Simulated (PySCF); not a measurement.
The dipole of `C[C@H]1C[C@@H](N[SiH3])C1` from its density and from atomic charges.

Coordinates (GFN2-xTB, Å) and charges (e) from the PBE0/pcSseg-1 density (PySCF):

| atom | x | y | z | Mulliken | IAO | Hirshfeld | ESP-fitted |
| --- | --- | --- | --- | --- | --- | --- | --- |
| C1 | -2.630 | 0.456 | -0.884 | -0.1848 | -0.4177 | -0.1203 | -0.5734 |
| C2 | -1.649 | -0.297 | -0.004 | -0.4129 | -0.1032 | -0.0219 | +0.5077 |
| C3 | -0.569 | -1.128 | -0.723 | -0.0384 | -0.2794 | -0.0784 | -0.5996 |
| C4 | 0.503 | -0.501 | 0.189 | -0.1343 | +0.0045 | +0.0217 | +0.5830 |
| N5 | 1.692 | -0.024 | -0.450 | -0.6159 | -0.6654 | -0.2435 | -0.8549 |
| Si6 | 3.159 | 0.303 | 0.383 | +0.6104 | +0.7467 | +0.3410 | +0.5217 |
| C7 | -0.541 | 0.535 | 0.667 | -0.0421 | -0.2947 | -0.0849 | -0.5302 |
| H8 | -2.100 | 1.057 | -1.619 | +0.0956 | +0.1302 | +0.0357 | +0.1391 |
| H9 | -3.278 | -0.241 | -1.413 | +0.1142 | +0.1396 | +0.0395 | +0.1357 |
| H10 | -3.251 | 1.117 | -0.283 | +0.1145 | +0.1399 | +0.0396 | +0.1276 |
| H11 | -2.195 | -0.898 | 0.726 | +0.1120 | +0.1291 | +0.0364 | -0.0372 |
| H12 | -0.441 | -0.830 | -1.763 | +0.0946 | +0.1292 | +0.0375 | +0.1566 |
| H13 | -0.671 | -2.209 | -0.677 | +0.1262 | +0.1361 | +0.0372 | +0.1302 |
| H14 | 0.804 | -1.172 | 0.994 | +0.1139 | +0.1308 | +0.0403 | +0.0133 |
| H15 | 1.474 | 0.541 | -1.257 | +0.1845 | +0.2473 | +0.1093 | +0.3735 |
| H16 | 4.098 | 0.663 | -0.677 | -0.1157 | -0.1291 | -0.0802 | -0.1038 |
| H17 | 3.516 | -0.935 | 1.076 | -0.1119 | -0.1384 | -0.0820 | -0.1052 |
| H18 | 3.093 | 1.390 | 1.375 | -0.1217 | -0.1669 | -0.0954 | -0.1323 |
| H19 | -0.620 | 0.681 | 1.742 | +0.1225 | +0.1329 | +0.0343 | +0.1042 |
| H20 | -0.400 | 1.503 | 0.187 | +0.0894 | +0.1285 | +0.0343 | +0.1439 |

Problem. Compute μ = Σ q r for each scheme (1 e·Å = 4.803 D) and compare with the dipole of the full density.

Solution. The full density gives (-0.97, 0.27, -0.19) D, 1.03 D in size; dipole vectors point from the negative to the positive end.

```csv
scheme,μx,μy,μz,size (D),share of the full size (%),angle to the full dipole (°)
Mulliken,-1.35,0.54,0.16,1.47,143,18
IAO,0.04,0.24,0.34,0.42,41,95
Hirshfeld,-0.43,-0.01,-0.17,0.46,45,20
ESP-fitted,-0.95,0.29,-0.18,1.01,98,1
```

Problem. Which set comes closest?

Solution. Length of the difference vector: ESP-fitted 0.03 D, Mulliken 0.58 D, Hirshfeld 0.62 D, IAO 1.15 D. Closest: ESP-fitted. The schemes that divide the density aren't constrained to reproduce the dipole.

Problem. What is left for the Hirshfeld atoms' own dipoles?

Solution. The shares of the density sum to the whole, so what Σ q r misses lies in dipoles about the nuclei. The atomic dipoles sum to (-0.97, 0.27, -0.19) − (-0.43, -0.01, -0.17) = (-0.54, 0.28, -0.02) D, 0.62 D in size.

Problem. With the origin at the mean of the coordinates, (0.000, 0.001, -0.121) Å, which are the largest single terms, by size, of the IAO dipole along the direction of the full one?

Solution. Si6 -10.77, C1 -5.52, N5 +4.96, H17 +2.52, H10 +2.29 D; all 20 atoms together -0.04 D. The single terms depend on the origin, their sum doesn't.

Problem. Give the size of the full dipole in other units.

Solution. 1.03 D = 0.404 au = 0.214 e·Å = 3.43 × 10⁻³⁰ C·m.

Geometry: GFN2-xTB, one conformer, isolated molecule.

Shape of the structure used: `[CH3:1][C@H:2]1[CH2:3][C@@H:4]([NH:5][SiH3:6])[CH2:7]1`: C3–C4–N5–Si6 -163°.
